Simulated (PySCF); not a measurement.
Compound: 4-pyridine carbaldehyde, C6H5NO.
Cartesian coordinates in Å at the PBE0-D3(BJ)/def2-TZVP level; atoms count from 1:
```xyz
13
C6H5NO angstrom
O      2.457    1.146   -1.252
C      1.855    0.126   -1.050
C      0.571    0.046   -0.318
C     -0.068   -1.176   -0.164
C     -1.273   -1.211    0.522
N     -1.846   -0.132    1.043
C     -1.224    1.036    0.891
C     -0.021    1.181    0.223
H      2.240   -0.849   -1.416
H      0.364   -2.083   -0.573
H     -1.802   -2.149    0.660
H     -1.717    1.899    1.329
H      0.459    2.145    0.114
```

All values: wB97X-D/pcSseg-2 (PySCF, non-relativistic), on one gas-phase PBE0-D3(BJ)/def2-TZVP geometry that isn't relaxed in the solvent. The solvent is an IEF-PCM continuum (cavity from Bondi-type radii × 1.2). Only the electrostatic response of the medium enters.

Gas phase at wB97X-D/pcSseg-2: HOMO -9.71 eV, LUMO -0.71 eV, dipole 1.79 D.

Q: What does the continuum do to the energy, the frontier levels and the dipole at wB97X-D/pcSseg-2 in chloroform?

A: 
| solvent | ε | E(solvent) − E(gas) (kcal/mol) | polarisation term (kcal/mol) | distortion of the solute (kcal/mol) | HOMO (eV) | LUMO (eV) | dipole (D) |
| --- | --- | --- | --- | --- | --- | --- | --- |
| chloroform | 4.711 | -5.09 | -5.85 | 0.76 | -9.69 | -0.62 | 2.31 |

The first energy column is the sum of the next two and covers electrostatics alone.

Q: Which radius a makes the point-dipole formula ΔE = −[(ε − 1)/(2ε + 1)]·μ²/a³ give the value in chloroform, with the gas-phase dipole?

A: μ = 0.704 au and |ΔE| = 0.00811 Eh give a = 1.48 Å; the farthest nucleus lies 2.99 Å from the centroid of the nuclei, so such a sphere wouldn't even hold the nuclei. The formula assumes a rigid point dipole at the centre of a sphere.

Q: Give the dipole vector in the frame of the coordinates (D, pointing from negative to positive charge), gas and chloroform.

A: Gas (-0.20, -1.77, -0.13), solvent (-0.08, -2.29, -0.28). Its length changes by +29 % and its direction by 5°.

wB97X-D is run here without its empirical dispersion term; that term would change no orbital, density or response property at a fixed geometry.
